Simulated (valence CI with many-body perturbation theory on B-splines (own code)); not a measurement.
Results of a calculation; reference values are marked as such.
Level structure of Ba⁴⁹⁺

Level of theory: valence CI with perturbative core correlation (CI+MBPT): five valence electrons over a frozen Dirac-Fock core [He], radial functions for each j: 11 s, 11 p, 10 d, 8 f, 5 g, 2 h, with the one-electron correlation potential Σ1, the two-electron term Σ2, the three-electron term Σ3, Breit, model QED; selected CI, second order for the rest, scaled by the run's own slope (own B-spline code, finite nucleus).

No measured spectrum was set against this ion. As an estimate, large intervals hold to a few tenths of a per cent, small ones and those within an open d or f shell to about a per cent. Among the levels kept, up to 7300 cm⁻¹ of a level comes from second order outside the variational space, and about a tenth of that is noise between levels of different J, which matters for small intervals.

Levels 136 to 180 of 198, with energies above the lowest level, (2s^2 2p1/2^2 2p3/2) J=3/2. "Leading %" is the weight of the configuration and term that name the level; weights of strongly mixed levels are sums over their largest components and can fall short. In the jj column 3d3/2^4 stands for four electrons in 3d with j = 3/2.

```
No.  Configuration  Term     J  E (eV)  Leading %      g    Second component                      Leading jj
136      2s 2p3 3p    4P   3/2  6175.4         32  1.408   24 % 2s 2p3 3p 4D   2s 2p1/2 2p3/2^2 3p3/2 (99 %)
137      2s 2p3 3d   4G°   7/2  6177.2         33  1.248  30 % 2s 2p3 3d 6D°   2s 2p1/2 2p3/2^2 3d3/2 (87 %)
138      2s 2p3 3p    4P   5/2  6181.3         48  1.344   15 % 2s 2p3 3p 4F   2s 2p1/2 2p3/2^2 3p3/2 (91 %)
139      2s 2p3 3p    2P   1/2  6187.9         70  0.735   17 % 2s 2p3 3p 4D   2s 2p1/2 2p3/2^2 3p3/2 (98 %)
140      2s 2p3 3p    4P   3/2  6191.5         34  1.328   19 % 2s 2p3 3p 2P   2s 2p1/2 2p3/2^2 3p3/2 (98 %)
141      2s 2p3 3d   6D°   9/2  6192.4         46  1.341  41 % 2s 2p3 3d 4G°   2s 2p1/2 2p3/2^2 3d5/2 (95 %)
142      2s 2p3 3p    2F   7/2  6195.5         78  1.176   14 % 2s 2p3 3p 4F   2s 2p1/2 2p3/2^2 3p3/2 (98 %)
143      2s 2p3 3d   4D°   7/2  6197.7         53  1.313  16 % 2s 2p3 3d 2G°   2s 2p1/2 2p3/2^2 3d5/2 (88 %)
144      2s 2p3 3p    2P   1/2  6199.3         42  1.357   20 % 2s 2p3 3p 2S   2s 2p1/2 2p3/2^2 3p3/2 (92 %)
145      2s 2p3 3p    2D   5/2  6200.6         43  1.278   16 % 2s 2p3 3p 4D   2s 2p1/2 2p3/2^2 3p3/2 (98 %)
146      2s 2p3 3p    2D   3/2  6205.5         36  1.265   20 % 2s 2p3 3p 2P   2s 2p1/2 2p3/2^2 3p3/2 (97 %)
147      2s 2p3 3d   2G°   9/2  6206.1         40  1.186  30 % 2s 2p3 3d 4F°   2s 2p1/2 2p3/2^2 3d3/2 (91 %)
148      2s 2p3 3p    2D   5/2  6206.7         46  1.244   22 % 2s 2p3 3p 4D   2s 2p1/2 2p3/2^2 3p3/2 (96 %)
149      2s 2p3 3d   4F°   7/2  6212.2         42  1.285  40 % 2s 2p3 3d 4D°   2s 2p1/2 2p3/2^2 3d3/2 (90 %)
150      2s 2p3 3d   4P°   5/2  6212.8         44  1.392  26 % 2s 2p3 3d 4D°   2s 2p1/2 2p3/2^2 3d3/2 (82 %)
151      2s 2p3 3d   4D°   1/2  6214.7         59  0.745  16 % 2s 2p3 3d 2P°   2s 2p1/2 2p3/2^2 3d5/2 (92 %)
152      2s 2p3 3d   4S°   3/2  6217.4         34  1.554  26 % 2s 2p3 3d 4P°   2s 2p1/2 2p3/2^2 3d3/2 (85 %)
153      2s 2p3 3p    2D   3/2  6221.4         32  1.095   14 % 2s 2p3 3p 2P   2s 2p1/2 2p3/2^2 3p3/2 (84 %)
154      2s 2p3 3p    2P   1/2  6222.1         63  1.344   30 % 2s 2p3 3p 4P   2s 2p1/2 2p3/2^2 3p3/2 (98 %)
155      2s 2p3 3d   4D°   5/2  6225.5         63  1.248   9 % 2s 2p3 3d 2F°   2s 2p1/2 2p3/2^2 3d5/2 (78 %)
156      2s 2p3 3d   4D°   3/2  6225.7         39  1.254  26 % 2s 2p3 3d 4P°   2s 2p1/2 2p3/2^2 3d5/2 (76 %)
157      2s 2p3 3d   4G°  11/2  6229.5        100  1.258                      2s 2p1/2 2p3/2^2 3d5/2 (100 %)
158      2s 2p3 3d   4F°   9/2  6232.6         58  1.227  40 % 2s 2p3 3d 2G°   2s 2p1/2 2p3/2^2 3d5/2 (95 %)
159         2p4 3s    4P   5/2  6235.3         61  1.447      25 % 2p4 3s 2D       2p1/2^2 2p3/2^2 3s (86 %)
160         2p4 3s    2P   3/2  6245.2         43  1.180      25 % 2p4 3s 2D       2p1/2^2 2p3/2^2 3s (78 %)
161      2s 2p3 3d   2S°   1/2  6245.6         49  1.698  25 % 2s 2p3 3d 4P°   2s 2p1/2 2p3/2^2 3d5/2 (89 %)
162      2s 2p3 3d   4F°   3/2  6248.3         59  0.667  13 % 2s 2p3 3d 2D°   2s 2p1/2 2p3/2^2 3d3/2 (88 %)
163      2s 2p3 3d   2F°   7/2  6254.2         42  1.115  29 % 2s 2p3 3d 2G°   2s 2p1/2 2p3/2^2 3d5/2 (76 %)
164      2s 2p3 3d   2P°   3/2  6255.3         49  1.327  18 % 2s 2p3 3d 4S°   2s 2p1/2 2p3/2^2 3d5/2 (82 %)
165      2s 2p3 3d   2D°   5/2  6256.7         36  1.094  15 % 2s 2p3 3d 2F°   2s 2p1/2 2p3/2^2 3d5/2 (53 %)
166      2s 2p3 3d   4D°   1/2  6262.6         53  0.537  27 % 2s 2p3 3d 2P°   2s 2p1/2 2p3/2^2 3d3/2 (91 %)
167      2s 2p3 3d   2D°   3/2  6264.1         40  0.890  30 % 2s 2p3 3d 4D°   2s 2p1/2 2p3/2^2 3d3/2 (86 %)
168      2s 2p3 3d   2D°   5/2  6265.8         30  1.051  22 % 2s 2p3 3d 4G°   2s 2p1/2 2p3/2^2 3d3/2 (68 %)
169      2s 2p3 3d   2G°   7/2  6271.5         52  1.004  31 % 2s 2p3 3d 2F°   2s 2p1/2 2p3/2^2 3d3/2 (82 %)
170      2s 2p3 3d   4F°   5/2  6275.5         36  1.098  18 % 2s 2p3 3d 4D°   2s 2p1/2 2p3/2^2 3d5/2 (51 %)
171      2s 2p3 3d   2F°   5/2  6278.5         23  1.096   9 % 2s 2p3 3d 2D°   2s 2p1/2 2p3/2^2 3d3/2 (70 %)
172      2s 2p3 3d   2P°   3/2  6282.6         33  1.214  22 % 2s 2p3 3d 2D°   2s 2p1/2 2p3/2^2 3d3/2 (75 %)
173         2p4 3s    2S   1/2  6283.3         57  1.973      25 % 2p4 3s 4P       2p1/2^2 2p3/2^2 3s (91 %)
174      2s 2p3 3d   2D°   5/2  6285.4         36  1.258  24 % 2s 2p3 3d 4P°   2s 2p1/2 2p3/2^2 3d5/2 (58 %)
175      2s 2p3 3d   2P°   1/2  6286.5         48  0.507  39 % 2s 2p3 3d 4D°   2s 2p1/2 2p3/2^2 3d3/2 (87 %)
176      2s 2p3 3d   2D°   3/2  6288.0         28  1.132  15 % 2s 2p3 3d 4D°   2s 2p1/2 2p3/2^2 3d3/2 (83 %)
177      2s 2p3 3d   4D°   7/2  6290.4         51  1.233  14 % 2s 2p3 3d 2G°   2s 2p1/2 2p3/2^2 3d5/2 (97 %)
178      2s 2p3 3d   2P°   1/2  6295.2         49  1.085  28 % 2s 2p3 3d 2S°   2s 2p1/2 2p3/2^2 3d3/2 (92 %)
179      2s 2p3 3d   4D°   5/2  6296.2         36  1.226  18 % 2s 2p3 3d 2D°   2s 2p1/2 2p3/2^2 3d5/2 (96 %)
180         2p4 3p   4P°   3/2  6300.9         26  1.396     15 % 2p4 3p 4S°    2p1/2^2 2p3/2^2 3p1/2 (77 %)
```
